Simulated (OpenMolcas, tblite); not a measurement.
# C2H5FSi (SMILES F/C=C/[SiH3]): methods side by side

C2H5FSi: 9 atoms, total charge 0, spin state singlet. SMILES: `F/C=C/[SiH3]`. The shape is that of a PBE0-D4/def2-TZVP optimisation.

Quantity: the HOMO–LUMO gap, in eV. The values are calculated.

```json
{"level": "GFN1-xTB", "kind": "semi-empirical", "program": "tblite", "value (eV)": "4.80", "CPU time": "under 2 s"}
{"level": "HF/cc-pVDZ", "kind": "Hartree–Fock", "program": "OpenMolcas", "value (eV)": "14.36", "CPU time": "10 s"}
{"level": "SVWN5/cc-pVDZ", "kind": "LDA", "program": "OpenMolcas", "value (eV)": "5.36", "CPU time": "36 s"}
{"level": "BLYP/cc-pVDZ", "kind": "GGA", "program": "OpenMolcas", "value (eV)": "5.40", "CPU time": "52 s"}
{"level": "TPSS/cc-pVDZ", "kind": "meta-GGA", "program": "OpenMolcas", "value (eV)": "5.64", "CPU time": "69 s"}
{"level": "M06-2X/cc-pVDZ", "kind": "hybrid meta-GGA", "program": "OpenMolcas", "value (eV)": "9.87", "CPU time": "62 s"}
{"level": "B2PLYP/cc-pVDZ", "kind": "double hybrid", "program": "OpenMolcas", "value (eV)": "10.18", "CPU time": "35 s"}
```

The values span 4.80 to 14.36 eV. Orbital gaps aren't excitation energies, and those of double hybrids come from the SCF part alone; they tend to grow with the share of exact exchange. CPU times are rough (shared hosts, several kinds of processor): they show what a rung costs within a factor of a few.
